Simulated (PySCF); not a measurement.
Z-matrix (Å, degrees):
```
Mo
O 1 1.8656
H 2 0.9764 1 123.09
O 1 1.8911 2 100.65 3 -175.08
H 4 0.9814 1 113.74 2 98.33
O 1 1.8953 2 92.13 3 95.03
H 6 0.9763 1 121.58 2 174.86
F 1 1.9060 2 158.67 3 19.22
O 1 1.9438 2 81.29 3 -14.09
H 9 0.9786 1 110.31 2 173.35
O 1 1.9554 2 101.53 3 -97.06
H 11 0.9772 1 110.80 2 81.44
```
Charge 0, multiplicity 1.

Task: Estimate the dipole moment, HOMO, total energy, HOMO–LUMO gap, charge on the central atom (Mulliken) and LUMO that TPSSh-D3(BJ)/def2-TZVP // TPSS-D3(BJ)/def2-SVP in PySCF returns for this input.

Result: 
- dipole moment: 0.297 e·Å
- HOMO: -8.17 eV
- total energy: -14899.94 eV
- HOMO–LUMO gap: 4.20 eV
- charge on the central atom (Mulliken): 1.71 e
- LUMO: -3.97 eV
